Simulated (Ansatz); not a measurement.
`Cl[Si](Cl)(Cl)B([Si](Cl)(Cl)Cl)[Si](Cl)(Cl)Cl`. The species carries charge 0 and has multiplicity 1. Geometry: relaxed with PBE0-D4/def2-TZVP. It is one conformer, not always the lowest.

```xyz
13

Cl    1.889   -2.033    1.656
Si    1.824   -0.191    0.785
Cl    2.024    1.285    2.177
Cl    3.383   -0.050   -0.511
B     0.000   -0.002    0.000
Si   -1.609   -0.112    1.175
Cl   -2.580    1.670    0.984
Cl   -2.751   -1.648    0.476
Cl   -1.261   -0.433    3.152
Si   -0.216    0.301   -1.960
Cl   -2.123    0.476   -2.642
Cl    0.772    2.029   -2.396
Cl    0.647   -1.292   -2.895
```

(1) What is the dipole moment at B3LYP/def2-TZVPP? (Estimate.)

(2) Give the Mulliken charges with B3LYP, PBE, r2SCAN in def2-TZVPP. (Best estimate.)

Answers

(1) Ansatz gave: 0.00 D, zero by symmetry or nearly so.

(2) The calculation gave: 
```csv
atom,B3LYP,PBE,r2SCAN
Cl1,-0.18,-0.15,-0.18
Si2,0.53,0.43,0.58
Cl3,-0.18,-0.15,-0.18
Cl4,-0.18,-0.15,-0.19
B5,0.03,0.03,-0.12
Si6,0.53,0.43,0.58
Cl7,-0.18,-0.14,-0.18
Cl8,-0.18,-0.15,-0.18
Cl9,-0.18,-0.15,-0.19
Si10,0.53,0.43,0.58
Cl11,-0.18,-0.15,-0.19
Cl12,-0.18,-0.15,-0.18
Cl13,-0.18,-0.15,-0.18
```

B3LYP here is the variant with VWN-RPA as its local correlation; programs differ in this.
